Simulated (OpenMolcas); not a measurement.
**Cl2+: Slater's ratio, worked from levels**

- Program: OpenMolcas 26.06
- Basis: ANO-R2 [5s4p3d1f]
- Scalar Hamiltonian: X2C, finite nucleus
- Active space: 5 electrons in 8 orbitals (3s 3p 4s 4p)
- State averaging: 2S+1 = 4 odd, 1 root; 2S+1 = 2 odd, 8 roots; 2S+1 = 4 even, 3 roots; 2S+1 = 2 even, 9 roots
- Spin-orbit coupling: RASSI with atomic mean-field integrals over the reference wave functions, term energies averaged over their components

Methods: CASSCF; SS-CASPT2, IPEA 0.25 Eh, imaginary shift 0.1 Eh (closed shells correlated: 2s 2p). Measured levels: Moore, Atomic Energy Levels, vol. I, NSRDS-NBS 35 (1971 reprint of NBS Circular 467, 1949).

**Slater's ratio.** With one set of orbitals, p3 has 2D* - 4S* = 9 F2 and 2P* - 2D* = 6 F2 (F2 = F²/25), a ratio of 2/3. Term energies are centres of gravity, weighted by 2J + 1.

```tsv
Source	2D* - 4S*	2P* - 4S*	F2 from the first	Ratio
CASSCF	22480	30918	2498	0.375
SS-CASPT2	19378	31317	2153	0.616
measured	18093	29875	2010	0.651
```

Energies in cm-1. A ratio away from 2/3 shows effects beyond one configuration with one set of orbitals, and in heavier atoms second-order spin-orbit shifts. In CASSCF the valence s occupation is 1.95 in 2P* against 2.00 in 2D*: mixing out of s² acts most on 2P* and pulls it down.

CASPT2 breaks the degeneracy within a term, and the mean is taken; among the terms shown or strongly mixed into the levels shown the widest spread is 120 cm-1 (3s2 3p3 2D*, SS-CASPT2). Over all roots computed the reference weight is 0.85 to 0.96 in SS-CASPT2; the roots of lowest weight are the least certain, and an intruder state may touch them. Active for correlation alone: 4p 4s; no level in the range computed is led by a configuration that fills them, so any true level of that kind is missing. Computed and measured levels are paired by configuration, term and J; levels that our copy of the source lacks, or whose pairing is in doubt (as where it misses far off the trend of its configuration), stay unpaired and out of the deviations. Only configurations of the active space appear.

* marks odd parity.
